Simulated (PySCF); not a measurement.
Li, doublet. Base run: HF/STO-3G (PySCF).

PySCF was given this input:
```python
from pyscf import gto, scf

mol = gto.M(
    atom='''
Li    0.00000000    0.00000000    0.00000000
''',
    basis='sto-3g',
    spin=1,
    verbose=4,
)

mf = scf.UHF(mol)
mf.kernel()
```

Variants of this job, named by their change:

| change | ΔE vs base (µEh) | SCF cycles | <S^2> |
|---|---|---|---|
| base | 0.0 | 4 | 0.750 |
| conv_tol_grad = 1e-7 | 0.0 | 4 | 0.750 |
| init_guess = sap | 0.0 | 4 | 0.750 |
| damp = 0.5; diis_start_cycle = 5 | 0.0 | 7 | 0.750 |
| DIIS = ADIIS | 0.0 | 5 | 0.750 |
| diis_space = 12 | 0.0 | 4 | 0.750 |
| conv_tol_grad = 1e-3 | 0.0 | 4 | 0.750 |
| DIIS = EDIIS | 0.0 | 5 | 0.750 |
| conv_tol = 1e-11 | 0.0 | 4 | 0.750 |
| level_shift = 0.5 (with mf.max_cycle = 100) | 0.0 | 6 | 0.750 |
| init_guess = mod_huckel | 0.0 | 4 | 0.750 |
| init_guess = atom | 0.0 | 4 | 0.750 |
| diis_space = 20 | 0.0 | 4 | 0.750 |

Open shells are given as the SCF converged; they aren't shown to be the lowest states, and a large step between rows can be another state.
